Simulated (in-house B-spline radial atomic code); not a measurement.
OLYP excitations of the krypton ion Kr⁸⁺

Method: OLYP. Computed with an all-electron radial atomic-structure program (B-spline basis): linear response of the closed shell [Ar] 3d10 with the functional's adiabatic kernel; non-relativistic, point nucleus, no spin-orbit coupling, no double excitations, S, P, D and F terms only. Only terms of natural parity with L up to 3 were computed.

Without relativity these are model numbers for so heavy an element.

Command:
```bash
python run_td.py task.json out
```
Settings (radii: box in bohr, nucleus in fm):
```
Z                        36
electrons                28
configuration            [Ar] 3d10
hamiltonian              nr
method                   optx,lyp
box_radius               11.59
intervals                52
```

Run time, properties included: 0.7 s on 1 thread of Intel(R) Xeon(R) Platinum 8259CL CPU @ 2.50GHz (Skylake/Cascade Lake) (shared host).

The lowest states, in the order of their Tamm-Dancoff energies; the method's threshold (minus the highest occupied level) is 217.37 eV. Labels give the largest channel, * marks a mixed state, and oscillator strengths are full-response dipole values. Semilocal kernels can invert the small singlet-triplet splittings of Rydberg terms. Energies in eV:

```json
{"state": "3d → 4s 3D", "full response": "?", "Tamm-Dancoff": "?", "oscillator strength": "-"}
{"state": "3d → 4s 1D", "full response": "83.49", "Tamm-Dancoff": "83.50", "oscillator strength": "-"}
{"state": "3d → 4p 3P", "full response": "99.66", "Tamm-Dancoff": "99.69", "oscillator strength": "-"}
{"state": "3d → 4p 3F", "full response": "99.83", "Tamm-Dancoff": "99.85", "oscillator strength": "-"}
{"state": "3d → 4p 1F", "full response": "100.78", "Tamm-Dancoff": "100.79", "oscillator strength": "-"}
{"state": "3d → 4p 1P", "full response": "102.22", "Tamm-Dancoff": "102.32", "oscillator strength": "0.483"}
{"state": "3d → 4d 3S", "full response": "127.41", "Tamm-Dancoff": "127.47", "oscillator strength": "-"}
{"state": "3d → 4d 3D", "full response": "?", "Tamm-Dancoff": "?", "oscillator strength": "-"}
{"state": "3d → 4d 1D", "full response": "129.52", "Tamm-Dancoff": "129.55", "oscillator strength": "-"}
{"state": "3d → 4d 1S", "full response": "137.66", "Tamm-Dancoff": "138.67", "oscillator strength": "-"}
```

Task: Where does 3d → 4d 3D lie?

Result: At 128.26 eV in full response, 128.27 eV in Tamm-Dancoff.

Task: Where does 3d → 4s 3D lie?

Result: At 82.50 eV in full response, 82.52 eV in Tamm-Dancoff.

Task: How large is the singlet-triplet splitting of 3d → 4s (D terms) in Tamm-Dancoff?

Result: 0.989 eV, from the unrounded values.

Task: What polarisabilities and dispersion coefficient does the method give?

Result: Dipole 0.2068 bohr³, quadrupole 0.1397 bohr⁵, C6 0.2413 hartree·bohr⁶ for two such species.
